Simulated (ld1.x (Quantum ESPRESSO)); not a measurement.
# I (Z = 53): excitation energies, all-electron against TM

* Element: iodine
* Generator: ld1.x (Quantum ESPRESSO) 7.5
* Type: norm-conserving Troullier–Martins (Kleinman–Bylander form)
* Functional: LDA (PZ)
* Relativity: scalar-relativistic
* Frozen core: [Kr] 4d10
* Valence charge: 7
* Reference configuration: 5s2 5p3 (charge +2)
* Partial waves: 5s (bound): rc 1.55 bohr; 5p (bound): rc 1.55 bohr
* Local potential: all-electron potential smoothed inside 1.25 bohr (lloc = -2)
* Core correction: a·sin(br)/r model core, default radius (core density twice the valence density)

Energies are relative to the spin-unpolarised reference configuration 5s2 5p3; without spin polarisation the order of configurations can differ from experiment. Spin-polarised rows fill each open shell by Hund’s rule, majority spin first.

```json
{"valence configuration": "5s2 5p5", "charge": "0", "ΔE all-electron (eV)": "-31.369", "error AE − PS (meV)": "+36"}
{"valence configuration": "5s2 5p4", "charge": "+1", "ΔE all-electron (eV)": "-20.064", "error AE − PS (meV)": "+12"}
{"valence configuration": "5s2 5p2", "charge": "+3", "ΔE all-electron (eV)": "29.614", "error AE − PS (meV)": "-9.2"}
{"valence configuration": "5s1 5p5", "charge": "+1", "ΔE all-electron (eV)": "-8.995", "error AE − PS (meV)": "+8.7"}
{"valence configuration": "5s1 5p6", "charge": "0", "ΔE all-electron (eV)": "-20.857", "error AE − PS (meV)": "+33"}
{"valence configuration": "5s2 5p5.3", "charge": "-0.3", "ΔE all-electron (eV)": "-33.198", "error AE − PS (meV)": "+45"}
{"valence configuration": "5s2 5p4.5", "charge": "+0.5", "ΔE all-electron (eV)": "-26.754", "error AE − PS (meV)": "+23"}
{"valence configuration": "5s2 5p3 (spin-polarised)", "charge": "+2", "ΔE all-electron (eV)": "-1.494", "error AE − PS (meV)": "+0.8"}
{"valence configuration": "5s2 5p5 (spin-polarised)", "charge": "0", "ΔE all-electron (eV)": "-31.490", "error AE − PS (meV)": "+38"}
```

Levels in the configuration 5s2 5p3 (spin-polarised):

```csv
level,all-electron (eV),pseudo (eV)
5s up,-37.097,-37.124
5p up,-25.519,-25.534
5s down,-35.088,-35.105
```

Note: ghost states, extra bound levels that the all-electron valence spectrum of the same l lacks: s at -58.9 eV, d at -30.6 eV. A true bound ghost makes a file unfit for plane-wave use.
